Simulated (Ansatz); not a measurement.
Sn(NH2)Me3 (C3H11NSn). Charge 0, multiplicity 1. Geometry PBE0-D4/def2-SVP, basis def2-TZVP, Ansatz.

```csv
run,HOMO (eV),LUMO (eV)
A,-5.63,0.02
B,-5.75,-0.39
C,-8.12,1.13
D,-9.05,1.79
E,-6.72,0.34
F,-5.36,-0.49
```

In the def2 sets Sn takes a core potential; there is no spin–orbit coupling.

**Question.** The runs used B97M-V, CAM-B3LYP, PBE, PBE0, r2SCAN, ωB97M-V. Estimate which is which.

**Answer.** A r2SCAN (0 % exact exchange); B B97M-V (0 % exact exchange); C CAM-B3LYP (range-separated); D ωB97M-V (range-separated); E PBE0 (25 % exact exchange); F PBE (0 % exact exchange). Exact exchange lowers occupied and raises empty levels; among semilocal functionals meta-GGAs tend to open the gap a little, and such runs are hard to tell apart. The gap grows from 4.87 eV (PBE) to 10.84 eV (ωB97M-V).
